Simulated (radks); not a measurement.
Values are calculated unless marked as measured or tabulated.
Question: Tc+, configuration [Ar] 3d10 4s2 4p5 4d5 5s1 5d1 (not the ground configuration). Level of theory: Dirac Kohn-Sham, PBE, spin-unpolarised, spherical densities, finite nucleus; open shells fill j = l - 1/2 first; Fermi nuclear charge, rms radius 4.4112 fm (a radial shooting solver on a logarithmic mesh with Libxc functionals). Some entries of the table are withheld. Estimate them.

orbital,occ.,eigenvalue (hartree),<r^2> (bohr^2),<r> (bohr)
1s1/2,2,-767.2084,0.001586,0.03428
2s1/2,2,-110.0125,0.02632,0.1492
2p1/2,2,(1),0.01983,0.1271
2p3/2,4,(2),0.02119,0.1318
3s1/2,2,(3),0.1974,0.4151
3p1/2,2,-16.44332,0.1947,0.4089
3p3/2,4,-15.71622,0.2047,0.4195
3d3/2,4,-9.92746,0.1890,(4)
3d5/2,6,-9.78766,0.1921,(5)
4s1/2,2,-3.30942,1.245,1.049
4p1/2,2,(6),1.473,1.135
4p3/2,3,(7),1.547,1.164
4d3/2,4,-0.79489,2.778,(8)
4d5/2,1,-0.78220,2.828,(9)
5s1/2,1,-0.56246,8.796,(10)
5d3/2,1,-0.15267,37.02,5.717
5d5/2,0,-0.15186,37.39,5.746

Answer: 
(1) 2p1/2 eigenvalue (hartree): -101.5015
(2) 2p3/2 eigenvalue (hartree): -97.15494
(3) 3s1/2 eigenvalue (hartree): -19.71539
(4) 3d3/2 <r> (bohr): 0.3968
(5) 3d5/2 <r> (bohr): 0.4002
(6) 4p1/2 eigenvalue (hartree): -2.34301
(7) 4p3/2 eigenvalue (hartree): -2.23113
(8) 4d3/2 <r> (bohr): 1.530
(9) 4d5/2 <r> (bohr): 1.544
(10) 5s1/2 <r> (bohr): 2.792
